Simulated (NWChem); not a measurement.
Molecule: BeNH2F; SMILES [F][Be][NH2]

```xyz
5

Be     0.0000     0.0000    -0.0949
F      0.0000     0.0000    -1.4866
N      0.0000     0.0000     1.3979
H      0.0000    -0.8255     1.9866
H      0.0000     0.8255     1.9866
```
Atoms are numbered in this order, from 1.

Results from NWChem. Structure relaxed at the PBE0/def2-SVP level. Ions are spin-unrestricted doublets at the neutral geometry; other ion states weren't tried.

For level CAM-B3LYP/def2-SVP:

* **−ε(HOMO) (eV)**: 8.75

Question: How do the values read with level PBE/def2-SVP instead?

Answer: 
| Property | Result |
|---|---|
| −ε(HOMO) (eV) | 5.81 |
